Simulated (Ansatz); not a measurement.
Geometry optimisation, RHF/def2-SVP (Ansatz).

Input:

```yaml
crystal:
  periodic: [false, false, false]
  atoms:
    - { symbol: Zr, position_ang: [0.0, 0.0, 0.0] }
    - { symbol: "N", position_ang: [0.0, 0.0, 2.21] }
    - { symbol: H, position_ang: [-0.877, -0.2713, 2.74] }
    - { symbol: H, position_ang: [0.877, 0.2713, 2.74] }
    - { symbol: Cl, position_ang: [2.3764, 0.0, -0.8392] }
    - { symbol: Cl, position_ang: [-1.1869, 2.0563, -0.8392] }
    - { symbol: F, position_ang: [-0.9326, -1.6157, -0.6593] }
basis:
  gaussian: { orbitals: def2-SVP }
hamiltonian:
  xc: hf
relax:
  f_tol: 0.02
  max_steps: 40
```

Command:

```bash
$ ansatz run input.yaml --threads 1 --pin off --max-ram 2048MiB --backend cpu --events-out ev --progress --plain --runs-dir out
```

**Question.** Where does it end, and by what steps?

**Answer.** It converged. The force dipped under the threshold on the way, but the program's further checks kept it going. After 15 steps the energy has fallen by 1.062 eV; H3 moved furthest, 0.59 Å.

```json
{"step": "0", "energy less start (eV)": "0.0000", "largest force component (eV/Å)": "2.549", "accepted": "yes"}
{"step": "1", "energy less start (eV)": "-0.8902", "largest force component (eV/Å)": "2.709", "accepted": "yes"}
{"step": "2", "energy less start (eV)": "-1.0429", "largest force component (eV/Å)": "0.275", "accepted": "yes"}
{"step": "3", "energy less start (eV)": "-1.0429", "largest force component (eV/Å)": "0.375", "accepted": "no"}
{"step": "4", "energy less start (eV)": "-1.0491", "largest force component (eV/Å)": "0.146", "accepted": "yes"}
{"step": "5", "energy less start (eV)": "-1.0528", "largest force component (eV/Å)": "0.136", "accepted": "yes"}
{"step": "6", "energy less start (eV)": "-1.0549", "largest force component (eV/Å)": "0.196", "accepted": "yes"}
{"step": "7", "energy less start (eV)": "-1.0574", "largest force component (eV/Å)": "0.088", "accepted": "yes"}
{"step": "8", "energy less start (eV)": "-1.0603", "largest force component (eV/Å)": "0.029", "accepted": "yes"}
{"step": "9", "energy less start (eV)": "-1.0560", "largest force component (eV/Å)": "0.433", "accepted": "no"}
{"step": "10", "energy less start (eV)": "-1.0612", "largest force component (eV/Å)": "0.065", "accepted": "yes"}
{"step": "11", "energy less start (eV)": "-1.0605", "largest force component (eV/Å)": "0.220", "accepted": "no"}
{"step": "12", "energy less start (eV)": "-1.0614", "largest force component (eV/Å)": "0.088", "accepted": "yes"}
{"step": "13", "energy less start (eV)": "-1.0620", "largest force component (eV/Å)": "0.002", "accepted": "yes"}
{"step": "14", "energy less start (eV)": "-1.0621", "largest force component (eV/Å)": "0.036", "accepted": "yes"}
{"step": "15", "energy less start (eV)": "-1.0621", "largest force component (eV/Å)": "0.018", "accepted": "yes"}
```

```xyz
7
Properties=species:S:1:pos:R:3
Zr 0.007 0.021 0.037
N 0.002 0.000 2.040
H -0.475 -0.685 2.605
H 0.461 0.657 2.651
Cl 2.253 -0.110 -0.756
Cl -0.978 2.049 -0.746
F -1.014 -1.491 -0.479
```

Whether the end is a true minimum wasn't checked by a vibrational analysis.

The run took 57 s on 1 thread of Arm Neoverse V1 (shared host), peak memory 0.22 GiB.
